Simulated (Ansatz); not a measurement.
# Pulling the pair apart

The pair of Cu⁺ (SMILES [Cu+], atom 1) and CH3F (SMILES CF, atoms 2–6), both closed shells, in one local arrangement (a lower one may exist), relaxed at PBE0-D4/def2-TZVP:

Cu1  (-0.073, -0.004, -2.623)
C2  (0.058, 0.021, 0.619)
F3  (-0.487, -0.228, -0.695)
H4  (0.197, 1.095, 0.704)
H5  (0.993, -0.530, 0.682)
H6  (-0.688, -0.355, 1.313)
(Å)

CH3F is shifted rigidly along the line between the mean atom positions of the two fragments (negative: closer). Counterpoise interaction energies in kcal/mol. Computed with Ansatz 0.2.0 (basis: def2-TZVPPD); correlated methods freeze the cores. The 3s and 3p shells of Cu and Zn are frozen; filled d shells are correlated.

| shift (Å) | PBE0-D4 | r2SCAN-D4 | PBE-D4 |
| --- | --- | --- | --- |
| -0.20 | -26.58 | -31.98 | -29.31 |
| -0.10 | -29.40 | -34.05 | -31.79 |
| 0.00 | -30.04 | -34.02 | -32.15 |
| 0.10 | -29.42 | -32.79 | -31.31 |
| 0.24 | -27.50 | -30.11 | -29.14 |
| 0.50 | -22.79 | -24.40 | -24.05 |
| 0.99 | -15.17 | -15.72 | -15.87 |
| 1.98 | -7.81 | -7.72 | -8.00 |

Q: What does CCSD(T) give at these shifts? (Judge from chemistry; the value comes from the calculation.)

A: By the calculation: -22.40, -25.73, -26.80, -26.54, -25.00, -20.97, -14.25, -7.63 kcal/mol. For zero shift, CCSD(T) at an estimated basis limit (MP2 extrapolated from triple and quadruple zeta, plus CCSD(T) − MP2 in triple zeta) gives -29.39 kcal/mol. These are counterpoise interaction energies, counted from the two frozen fragments.

No T1 diagnostic of these runs exceeds 0.019.

For scale, one of the runs: CCSD(T)/def2-TZVPPD, 195 basis functions, launched by `ansatz run in.yaml --threads 4 --pin off --events-out ev --progress --plain --max-ram 9574MiB`. Time: 29 s of wall clock on 4 CPU threads of an AMD EPYC 7R43; the host was shared. Peak host memory: 2.2 GiB.
